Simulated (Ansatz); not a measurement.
Reaction: Br2 (molecular bromine, SMILES BrBr) → 2 Br (doublet) (the Br-Br bond breaks)
Each species at its own B3LYP-D3(BJ)/def2-TZVP minimum (Ansatz, an electronic-structure program).

Wanted: bond dissociation energy (electronic), in kcal/mol. Open shells are spin-unrestricted; no spin-orbit coupling. Correlated methods leave the cores frozen (noble-gas shells, and filled d and f shells in the p block). No relativity. CBS(X,Y): correlation extrapolated as X^-3, Hartree-Fock from the larger set (Q,5: extrapolated as (X+1)exp(-9√X)). A bracket is a step between two methods taken in the basis named. Double hybrids freeze cores in their MP2 part. Spin-orbit terms, left out, reach several kcal/mol for Br and I, and more for heavier atoms.

CCSD(T)/CBS(cc-pVQZ,cc-pV5Z) + [CCSDT(Q) - CCSD(T)]/cc-pVQZ + [CCSDTQ - CCSDT(Q)]/cc-pVDZ (Ansatz) gives 52.4 kcal/mol.

Question: How far off this value is PBE/def2-TZVPD (Ansatz), in which direction, and how far these levels: r2SCAN/def2-TZVPD, B3LYP/def2-TZVPD, PBE0/def2-TZVPD, wB97M-V/def2-TZVPD, B2PLYP/def2-TZVPD, CCSD(T)/CBS(cc-pVQZ,cc-pV5Z)?

Answer: PBE gives 57.7 kcal/mol, 5.3 kcal/mol above it. Differences of the others: r2SCAN/def2-TZVPD (Ansatz) 0.9; B3LYP/def2-TZVPD (Ansatz) -3.4; PBE0/def2-TZVPD (Ansatz) -0.2; wB97M-V/def2-TZVPD (Ansatz) -3.3; B2PLYP/def2-TZVPD (Ansatz) -4.0; CCSD(T)/CBS(cc-pVQZ,cc-pV5Z) (Ansatz) -0.2 kcal/mol.
